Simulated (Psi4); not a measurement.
sulfur dioxide (O₂S), singlet, at a GFN2-xTB geometry; M06/STO-3G in Psi4.

Psi4 was given this input:
```
memory 2 GB

molecule mol {
0 1
S     0.013936   -0.004006    0.377829
O    -0.033217    1.222429   -0.364198
O     0.005345   -1.214416   -0.391460
}

set {
  basis sto-3g
  reference rks
}

energy('m06')
print_variables()
```

What the program printed (banner, timings and long lists left out):

```
   => Loading Basis Set <=

    Name: STO-3G
    Role: ORBITAL
    Keyword: BASIS

         ---------------------------------------------------------
                                   SCF
               by Justin Turney, Rob Parrish, Andy Simmonett
                          and Daniel G. A. Smith
                              RKS Reference
         ---------------------------------------------------------

  ==> Geometry <==

    Molecular point group: cs
    Full point group: Cs

    Geometry (in Angstrom), charge = 0, multiplicity = 1:

       Center              X                  Y                   Z               Mass
    ------------   -----------------  -----------------  -----------------  -----------------
         S           -0.378190887531    -0.004007889668     0.000000000000    31.972071174400
         O            0.365066496922     1.222588516579     0.000000000000    15.994914619570
         O            0.390895398546    -1.214577186929     0.000000000000    15.994914619570

  Running in cs symmetry.

  Rotational constants: A =      1.84351  B =      0.35483  C =      0.29756 [cm^-1]
  Rotational constants: A =  55267.02644  B =  10637.66666  C =   8920.64248 [MHz]
  Nuclear repulsion =  108.350867505669299

  Charge       = 0
  Multiplicity = 1
  Electrons    = 32
  Nalpha       = 16
  Nbeta        = 16

  ==> Algorithm <==

  SCF Algorithm Type is DF.
  DIIS enabled.
  MOM disabled.
  Fractional occupation disabled.
  Guess Type is SAD.
  Energy threshold   = 1.00e-06
  Density threshold  = 1.00e-06
  Integral threshold = 1.00e-12

  ==> Primary Basis <==

  Basis Set: STO-3G
    Blend: STO-3G
    Number of shells: 11
    Number of basis functions: 19
    Number of Cartesian functions: 19
    Spherical Harmonics?: true
    Max angular momentum: 1

  ==> DFT Potential <==

   => LibXC <=

    Version 7.1.2
    S. Lehtola, C. Steigemann, M. J. T. Oliveira, and M. A. L. Marques,  SoftwareX 7, 1–5 (2018) (10.1016/j.softx.2017.11.002)

   => Composite Functional: M06 <=

    M06 Meta-GGA XC Functional  (10.1007/s00214-007-0310-x)
    Y. Zhao and D. G. Truhlar,  Theor. Chem. Acc., 120, 215, 2008

    Deriv               =              1
    GGA                 =           TRUE
    Meta                =           TRUE

    Exchange Hybrid     =           TRUE
    MP2 Hybrid          =          FALSE

   => Exchange Functionals <=

    1.0000   XC_HYB_MGGA_X_M06

   => Exact (HF) Exchange <=

    0.2700               HF

   => Correlation Functionals <=

    1.0000    XC_MGGA_C_M06

   => LibXC Density Thresholds  <==

    XC_MGGA_C_M06:  1.00E-12
    XC_HYB_MGGA_X_M06:  1.00E-15

   => Molecular Quadrature <=

    Radial Scheme          =       TREUTLER
    Pruning Scheme         =           NONE
    Nuclear Scheme         =       TREUTLER

    Blocking Scheme        =         OCTREE
    BS radius alpha        =              1
    Pruning alpha          =              1
    Radial Points          =             75
    Spherical Points       =            302
    Total Points           =          61297
    Total Blocks           =            532
    Max Points             =            256
    Max Functions          =             18
    Weights Tolerance      =       1.00E-15

   => Loading Basis Set <=

    Name: (STO-3G AUX)
    Role: JKFIT
    Keyword: DF_BASIS_SCF

  ==> Integral Setup <==

  SCF_SUBTYPE=INCORE selected. In-core MEM_DF algorithm will be used.
  Using in-core AOs.

  ==> MemDFJK: Density-Fitted J/K Matrices <==

    J tasked:                   Yes
    K tasked:                   Yes
    wK tasked:                   No
    Algorithm:                 Core
    Schwarz Cutoff:           1E-12
    Mask sparsity (%):       1.6620
    Fitting Condition:        1E-10

   => Auxiliary Basis Set <=

  Basis Set: (STO-3G AUX)
    Blend: DEF2-UNIVERSAL-JKFIT
    Number of shells: 88
    Number of basis functions: 282
    Number of Cartesian functions: 341
    Spherical Harmonics?: true
    Max angular momentum: 4

  Minimum eigenvalue in the overlap matrix is 3.0311282395E-01.
  Reciprocal condition number of the overlap matrix is 1.6773644351E-01.
    Using symmetric orthogonalization.

  ==> Pre-Iterations <==

  SCF Guess: Superposition of Atomic Densities via on-the-fly atomic UHF (no occupation information).

   -------------------------
    Irrep   Nso     Nmo
   -------------------------
     A'        15      15
     A"         4       4
   -------------------------
    Total      19      19
   -------------------------

  ==> Iterations <==

                           Total Energy        Delta E     RMS |[F,P]|

   @DF-RKS iter SAD:  -541.44606922519313   -5.41446e+02   0.00000e+00
   @DF-RKS iter   1:  -541.56464257707785   -1.18573e-01   3.44306e-02 ADIIS/DIIS
   @DF-RKS iter   2:  -541.56143927014762    3.20331e-03   3.48857e-02 ADIIS/DIIS
   @DF-RKS iter   3:  -541.79330576240329   -2.31866e-01   3.67379e-04 ADIIS/DIIS
   @DF-RKS iter   4:  -541.79335891772405   -5.31553e-05   1.19571e-04 ADIIS/DIIS
   @DF-RKS iter   5:  -541.79336128165460   -2.36393e-06   1.15420e-05 DIIS
   @DF-RKS iter   6:  -541.79336114773889    1.33916e-07   3.33237e-05 DIIS
   @DF-RKS iter   7:  -541.79336130114154   -1.53403e-07   1.71818e-07 DIIS
  Energy and wave function converged.

  ==> Post-Iterations <==

   Electrons on quadrature grid:
      Ntotal   =   32.0000095696 ; deviation = 9.570e-06

    Orbital Energies [Eh]
    ---------------------

    Doubly Occupied:

       1Ap   -88.189314     2Ap   -18.906680     3Ap   -18.906531
       4Ap    -7.936477     5Ap    -5.875189     1App   -5.862671
       6Ap    -5.861986     7Ap    -1.095590     8Ap    -0.974972
       9Ap    -0.523123     2App   -0.409521    10Ap    -0.369178
      11Ap    -0.342835     3App   -0.186094    12Ap    -0.166557
      13Ap    -0.132292

    Virtual:

       4App    0.036716    14Ap     0.329410    15Ap     0.395797

    Final Occupation by Irrep:
             Ap   App
    DOCC [    13,    3 ]
    NA   [    13,    3 ]
    NB   [    13,    3 ]

  @DF-RKS Final Energy:  -541.79336130114154

   => Energetics <=

    Nuclear Repulsion Energy =            108.3508675056692994
    One-Electron Energy =                -966.0175649267368954
    Two-Electron Energy =                 347.5997179543825837
    DFT Exchange-Correlation Energy =     -31.7263818344565038
    Empirical Dispersion Energy =           0.0000000000000000
    VV10 Nonlocal Energy =                  0.0000000000000000
    Total Energy =                       -541.7933613011415446

Computation Completed

Properties will be evaluated at   0.000000,   0.000000,   0.000000 [a0]

Properties computed using the SCF density matrix

 Multipole Moments:

 ------------------------------------------------------------------------------------
     Multipole            Electronic (a.u.)      Nuclear  (a.u.)        Total (a.u.)
 ------------------------------------------------------------------------------------

 L = 1.  Multiply by 2.5417464519 to convert [e a0] to [Debye]
 Dipole X            :         -0.6076509           -0.0063477           -0.6139986
 Dipole Y            :         -0.0064395           -0.0000673           -0.0065068
 Dipole Z            :          0.0000000            0.0000000            0.0000000
 Magnitude           :                                                    0.6140331

 ------------------------------------------------------------------------------------

  Variable Map:
  ----------------------------------------------------------------------------
  "CURRENT ENERGY"              =>    -541.793361301142
  "CURRENT REFERENCE ENERGY"    =>    -541.793361301142
  "DD SOLVATION ENERGY"         =>       0.000000000000
  "DFT FUNCTIONAL TOTAL ENERGY" =>    -541.793361301142
  "DFT TOTAL ENERGY"            =>    -541.793361301142
  "DFT VV10 ENERGY"             =>       0.000000000000
  "DFT XC ENERGY"               =>     -31.726381834457
  "GRID ELECTRONS ALPHA"        =>      16.000004784820
  "GRID ELECTRONS BETA"         =>      16.000004784820
  "GRID ELECTRONS TOTAL"        =>      32.000009569639
  "NUCLEAR REPULSION ENERGY"    =>     108.350867505669
  "ONE-ELECTRON ENERGY"         =>    -966.017564926737
  "PCM POLARIZATION ENERGY"     =>       0.000000000000
  "PE ENERGY"                   =>       0.000000000000
  "SCF ITERATION ENERGY"        =>    -541.793361301142
  "SCF ITERATIONS"              =>       7.000000000000
  "SCF TOTAL ENERGY"            =>    -541.793361301142
  "TWO-ELECTRON ENERGY"         =>     347.599717954383
  "XC GRID RADIAL POINTS"       =>      75.000000000000
  "XC GRID SPHERICAL POINTS"    =>     302.000000000000
  "XC GRID TOTAL POINTS"        =>   61297.000000000000

  Array Variable Map:
  ----------------------------------------------------------------------------
  "CURRENT DIPOLE"              =>      -0.613998597118 ... 0.000000000000 1 by 3
  "SCF DIPOLE"                  =>      -0.613998597118 ... 0.000000000000 1 by 3
  "SCF TOTAL ENERGIES"          =>    -541.446069225193 ... -541.793361301142 1 by 8
```
